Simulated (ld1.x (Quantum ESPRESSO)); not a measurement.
# chlorine: excitation energies, all-electron against TM

- Element: chlorine (Cl)
- Generator: ld1.x (Quantum ESPRESSO) 7.5
- Type: norm-conserving Troullier–Martins (Kleinman–Bylander form)
- Functional: LDA (PZ)
- Relativity: non-relativistic
- Frozen core: [Ne]
- Valence charge: 7
- Reference configuration: 3s2 3p5
- Partial waves: 3s (bound): rc 1.20 bohr; 3p (bound): rc 1.50 bohr
- Local potential: all-electron potential smoothed inside 1.00 bohr (lloc = -1)
- Core correction: a·sin(br)/r model core, default radius (core density twice the valence density)

Energies are relative to the spin-unpolarised reference configuration 3s2 3p5; without spin polarisation the order of configurations can differ from experiment. Spin-polarised rows fill each open shell by Hund’s rule, majority spin first.

```tsv
valence configuration	charge	ΔE all-electron (eV)	error AE − PS (meV)
3s2 3p3	+2	39.527	+43
3s2 3p2	+3	77.928	+140
3s1 3p6	0	11.866	+1.2
3s2 3p1	+4	130.296	+345
3s2 3p4.5	+0.5	5.642	+1.3
3s1 3p5	+1	26.387	+11
3s2 3p5 (spin-polarised)	0	-0.186	+3.1
3s2 3p4 (spin-polarised)	+1	13.107	+22
```

Question: What are ΔE and the potential's error for 3s2 3p4?

Answer: ΔE = 13.987 eV all-electron; the error (AE − PS) is +6.8 meV.

Levels in the configuration 3s2 3p4 (spin-polarised):

```csv
level,all-electron (eV),pseudo (eV)
3s up,-32.688,-32.684
3p up,-20.266,-20.261
3s down,-30.755,-30.712
3p down,-18.492,-18.457
```
